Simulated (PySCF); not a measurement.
**Atomic charges by several schemes**

Compound: C4H10F2SSi.
Numbering: `[CH3:1][CH2:2][C@@H:3]([F:4])[Si@H:5]([F:6])[S:7][CH3:8]` (hydrogens: H9, H10, H11 on C1; H12, H13 on C2; H14 on C3; H15 on Si5; H16, H17, H18 on C8)

Structure used (GFN2-xTB), in Å, numbered top down from 1:
```
atom  x, y, z in Å
C1    -3.0420   -0.5752   -0.4517
C2    -1.6163   -0.4101    0.0617
C3    -0.8959    0.7463   -0.6209
F4    -1.5116    1.9414   -0.2544
Si5    0.9545    0.9058   -0.1830
F6     1.6991    1.6617   -1.4017
S7     1.8014   -1.0461   -0.0538
C8     3.5651   -0.6154   -0.2075
H9    -3.6030    0.3443   -0.3017
H10   -3.0410   -0.8086   -1.5145
H11   -3.5447   -1.3795    0.0793
H12   -1.6300   -0.2224    1.1369
H13   -1.0434   -1.3225   -0.1140
H14   -1.0353    0.6817   -1.7079
H15    1.2274    1.7469    0.9655
H16    4.1107   -1.5515   -0.2466
H17    3.7221   -0.0512   -1.1202
H18    3.8743   -0.0394    0.6580
```

Density: PBE0/pcSseg-1 (PySCF); schemes: Mulliken, IAO, Hirshfeld and ESP-fitted. The structure is a single GFN2-xTB conformer in the gas phase; no vibrational or solvent corrections.

Q: Atoms with like bonding are taken together and averaged. Which atoms carry the lowest charge in the Mulliken, IAO, Hirshfeld and ESP-fitted schemes?

A: The schemes don't all agree: Mulliken F6 (-0.422); IAO F6 (-0.537); Hirshfeld F6 (-0.201); ESP-fitted C8 (-0.339).

Q: At which atom do the 4 schemes differ most?

A: At Si5: from +0.348 (ESP-fitted) to +1.115 e (IAO), 0.767 e apart.

Q: For which atoms does the sign change between the 4 schemes (beyond +0.03 e in one, beyond −0.03 e in another)?

A: C2. Atomic charges aren't observables, and each scheme defines them in its own way.

Q: Tabulate the Mulliken, IAO, Hirshfeld and ESP-fitted charges.

A: In e; atoms taken as equivalent share a row and are averaged (×n: the atom named and its like, n in all):

```tsv
atom	environment	Mulliken	IAO	Hirshfeld	ESP-fitted
C1	methyl carbon	-0.267	-0.420	-0.117	-0.264
C2	chain CH2 carbon	-0.313	-0.264	-0.077	+0.070
C3	sp3 C–F carbon	-0.100	-0.103	-0.022	+0.020
F4	alkyl fluorine	-0.343	-0.331	-0.115	-0.219
Si5	fluorine-bound silicon	+0.996	+1.115	+0.400	+0.348
F6	silicon-bound fluorine	-0.422	-0.537	-0.201	-0.232
S7	sulfur bonded to C and Si	-0.343	-0.196	-0.090	-0.269
C8	S-methyl carbon	-0.391	-0.495	-0.111	-0.339
H9/H10/H11	methyl hydrogen	+0.120	+0.145	+0.042	+0.074
H12	methylene hydrogen	+0.133	+0.142	+0.041	+0.037
H13	methylene hydrogen	+0.150	+0.144	+0.037	+0.029
H14	methine hydrogen	+0.136	+0.150	+0.046	+0.119
H15	Si–H hydrogen	-0.087	-0.142	-0.071	-0.007
H16/H17/H18	methyl hydrogen	+0.163	+0.167	+0.051	+0.162
```

Mean size of the charges over all atoms: IAO 0.276 e, Mulliken 0.252 e, ESP-fitted 0.148 e, Hirshfeld 0.089 e. Each set sums to the total charge, 0, to within 0.001 e. The Mulliken scheme counts on each atom the diagonal of the density matrix times the overlap matrix over that atom's basis functions. The Hirshfeld scheme divides the density at each point in proportion to the densities of the neutral, spherically averaged free atoms.

Some averages cover members that differ in this geometry: H16/H17/H18, ESP-fitted +0.148 to +0.188 e.

Q: Sum the charges by element, for elements with more than one atom.

A: 
```tsv
element	atoms	Mulliken	IAO	Hirshfeld	ESP-fitted
C	4	-1.071	-1.281	-0.326	-0.513
F	2	-0.765	-0.868	-0.317	-0.451
H	10	+1.182	+1.230	+0.333	+0.884
```

Q: How closely do the schemes follow one another over all atoms?

A: Correlation coefficient and root-mean-square difference: IAO with Hirshfeld 0.99, 0.244 e; Mulliken with IAO 0.99, 0.071 e; Mulliken with Hirshfeld 0.98, 0.207 e; IAO with ESP-fitted 0.86, 0.228 e; Mulliken with ESP-fitted 0.86, 0.194 e; Hirshfeld with ESP-fitted 0.84, 0.104 e.

Q: How many electrons does the IAO scheme count on F6?

A: Z − q = 9 − (-0.537) = 9.537.

The run behind these numbers computed NMR shieldings as well. Hardware: Arm Neoverse N1, one thread, shared host with 64 logical CPUs at a one-minute load of 61. Cost: 60 s, 0.89 GiB resident at most.
